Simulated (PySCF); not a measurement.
C6H4Cl2.
Structure used (GFN2-xTB), in Å, numbered top down from 1:
```
atom  x, y, z in Å
C1     3.9185    0.1005    0.2421
C2     2.7203    0.2191    0.2317
C3     1.3674    0.3479    0.2082
C4     0.1684    0.4771    0.1862
C5    -1.2708    0.6084    0.1398
C6    -1.9186   -0.7207   -0.2300
Cl7   -1.4282   -1.2229   -1.8681
Cl8   -3.6930   -0.5753   -0.1642
H9     4.9620   -0.0002    0.2536
H10   -1.6474    0.9205    1.1189
H11   -1.5473    1.3687   -0.5963
H12   -1.6301   -1.5236    0.4520
```

Computed at PBE0/pcSseg-1 (PySCF, non-relativistic), with Q(35Cl) = −0.0817 b: Cl7, 35Cl (I = 3/2): χzz = -80.26 MHz, η = 0.019; Cl8, 35Cl (I = 3/2): χzz = -78.93 MHz, η = 0.027.

Q: Where would the pure quadrupole (NQR) lines of 35Cl at Cl7 fall for the rigid, isolated species?

A: From ν = (|χ|/2)√(1 + η²/3): ν = 40.13 MHz (alkyl chlorine). For 37Cl the ratio of quadrupole moments, 0.7881, gives 31.63 MHz.

Q: Find the zero-field quadrupole resonance frequencies of 35Cl at Cl8.

A: From ν = (|χ|/2)√(1 + η²/3): ν = 39.47 MHz (alkyl chlorine). For 37Cl the ratio of quadrupole moments, 0.7881, gives 31.11 MHz.

Q: Apply the simplest Townes–Dailey estimate (no s hybridisation, no π bonding), ionic character = 1 − χzz/χ0, where χ0 is the coupling for one missing p electron along the bond: −109.74 MHz for 35Cl.

A: Cl7 on C6: 1 − (-80.26)/(-109.74) = 0.27; Cl8 on C6: 1 − (-78.93)/(-109.74) = 0.28. In this model a purely covalent bond gives χ0 and a free halide ion gives zero; s hybridisation or π bonding, where present, is counted here as ionic character.

In a crystal, neighbours and librations shift these lines. GFN2-xTB bond lengths can be off by several hundredths of an ångström, more for odd bonds, and the gradients follow them. With a basis this small, the couplings can be 20 % off.

One conformer stands for the species.
